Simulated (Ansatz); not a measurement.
Species: CH8FNSi2, charge 0, multiplicity 1. 
Geometry from a B3LYP-D3(BJ)/def2-TZVP (Ansatz, an electronic-structure program) optimisation:
```
N
H 1 1.0120
Si 1 1.7162 2 114.11
F 3 1.6128 1 111.12 2 89.38
Si 1 1.7339 2 114.90 3 173.44
H 3 1.4775 4 105.63 1 116.36
H 5 1.4781 1 107.66 2 -171.41
H 5 1.4824 7 109.53 1 -121.17
H 5 1.4833 7 109.04 8 -117.53
C 3 1.8549 6 113.42 4 -116.81
H 10 1.0912 3 111.39 6 177.36
H 10 1.0917 11 108.18 3 -122.11
H 10 1.0917 11 107.81 12 -116.87
```

Basis-set convergence of Hartree-Fock and MP2 correlation energies (hartree) with Ansatz. Valence correlation only, unless marked. Spin-orbit coupling is left out. Non-relativistic.

```json
[
 {"basis": "aug-cc-pV(D+d)Z", "functions": "205", "E(HF)": "-774.44928", "E(corr, MP2)": "-0.74767"},
 {"basis": "aug-cc-pV(T+d)Z", "functions": "432", "E(HF)": "(withheld)", "E(corr, MP2)": "(withheld)"}
]
```

### Question
What belongs in the gaps?

### Answer

- aug-cc-pV(T+d)Z, E(HF): -774.53784
- aug-cc-pV(T+d)Z, E(corr, MP2): -0.90977
